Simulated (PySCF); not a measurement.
Ga(Br)(Me)(OH) (CH4BrGaO), SMILES [CH3][Ga]([OH])[Br].

Coordinates come from a B3LYP-D3(BJ)/def2-SVP optimisation. The structure was generated by enumeration; whether it is a known compound was not checked. The values are those of a single conformer.

Two levels are set side by side: PBE/def2-TZVP (PySCF) and HF/def2-TZVP (PySCF). Same geometry, gas phase. Differences are taken from unrounded values.

```tsv
quantity	PBE
orbital gap (eV)	5.37
highest occupied level (eV)	-6.90
lowest empty level (eV)	-1.53
dipole moment (D)	1.28
mean polarisability (bohr³)	65.6
```

Question: These are the PBE values. What does HF give? (An estimate is asked for; the answer gives what the named calculation found.)

Answer: 
| quantity | HF | PBE minus HF |
|---|---|---|
| orbital gap (eV) | 13.31 | -7.95 |
| highest occupied level (eV) | -11.19 | 4.29 |
| lowest empty level (eV) | 2.12 | -3.66 |
| dipole moment (D) | 1.27 | 0.02 |
| mean polarisability (bohr³) | 56.8 | 8.7 |

PBE's occupied levels lie high since its potential decays too fast outside the molecule; exact exchange lowers them and widens the gap. PBE's more diffuse valence density responds more strongly to a field. Differences between two approximate levels are no errors against the true value.

Rough cost on one machine, each run with all the roots and properties that it gave: HF against PBE about 1/3.
